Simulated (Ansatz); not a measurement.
Relaxation of CH₆BNSi (10 atoms, charge 0, multiplicity 1), to a largest force component of 0.02 eV/Å in at most 40 steps.

These are results of RKS PBE/6-31G (Ansatz 0.2.0), not measurements.

```xyz
10
Properties=species:S:1:pos:R:3
B -1.480 1.357 -1.110
Si -1.285 0.165 0.243
C 0.366 -0.770 0.480
N 1.373 -0.165 -0.382
H -1.472 2.341 -1.713
H -2.223 -0.449 1.194
H 0.254 -1.812 0.164
H 0.668 -0.794 1.541
H 2.254 -0.666 -0.319
H 1.546 0.793 -0.098
```

Where does it end, and by what steps?

The run converged. Limits of this set-up: no polarisation functions. After 18 steps the energy has fallen by 1.692 eV; H9 moved furthest, 1.47 Å. Joined: B1–N4.

```json
{"step": "0", "energy less start (eV)": "0.0000", "largest force component (eV/Å)": "0.879", "accepted": "yes"}
{"step": "1", "energy less start (eV)": "-0.2274", "largest force component (eV/Å)": "0.341", "accepted": "yes"}
{"step": "2", "energy less start (eV)": "-0.2764", "largest force component (eV/Å)": "0.675", "accepted": "yes"}
{"step": "3", "energy less start (eV)": "-0.3307", "largest force component (eV/Å)": "0.588", "accepted": "yes"}
{"step": "4", "energy less start (eV)": "-0.4409", "largest force component (eV/Å)": "0.466", "accepted": "yes"}
{"step": "5", "energy less start (eV)": "-0.6188", "largest force component (eV/Å)": "0.488", "accepted": "yes"}
{"step": "6", "energy less start (eV)": "-0.9112", "largest force component (eV/Å)": "0.822", "accepted": "yes"}
{"step": "7", "energy less start (eV)": "-1.2550", "largest force component (eV/Å)": "1.116", "accepted": "yes"}
{"step": "8", "energy less start (eV)": "-1.4835", "largest force component (eV/Å)": "1.081", "accepted": "yes"}
{"step": "9", "energy less start (eV)": "-1.5166", "largest force component (eV/Å)": "1.903", "accepted": "yes"}
{"step": "10", "energy less start (eV)": "-1.6479", "largest force component (eV/Å)": "0.480", "accepted": "yes"}
{"step": "11", "energy less start (eV)": "-1.6374", "largest force component (eV/Å)": "0.514", "accepted": "no"}
{"step": "12", "energy less start (eV)": "-1.6819", "largest force component (eV/Å)": "0.163", "accepted": "yes"}
{"step": "13", "energy less start (eV)": "-1.6857", "largest force component (eV/Å)": "0.095", "accepted": "yes"}
{"step": "14", "energy less start (eV)": "-1.6878", "largest force component (eV/Å)": "0.081", "accepted": "yes"}
{"step": "15", "energy less start (eV)": "-1.6908", "largest force component (eV/Å)": "0.063", "accepted": "yes"}
{"step": "16", "energy less start (eV)": "-1.6918", "largest force component (eV/Å)": "0.039", "accepted": "yes"}
{"step": "17", "energy less start (eV)": "-1.6920", "largest force component (eV/Å)": "0.050", "accepted": "yes"}
{"step": "18", "energy less start (eV)": "-1.6925", "largest force component (eV/Å)": "0.019", "accepted": "yes"}
```

```xyz
10
Properties=species:S:1:pos:R:3
B -0.551 1.039 -0.777
Si -1.440 0.142 0.624
C 0.306 -0.800 0.640
N 0.829 0.219 -0.422
H -0.499 1.921 -1.587
H -2.734 -0.498 1.067
H 0.365 -1.815 0.217
H 0.934 -0.741 1.543
H 1.195 -0.272 -1.254
H 1.594 0.805 -0.050
```

Time of the run: 32 s on 1 thread of Intel(R) Xeon(R) 6975P-C (Granite Rapids), on a shared host, peak memory 0.18 GiB.
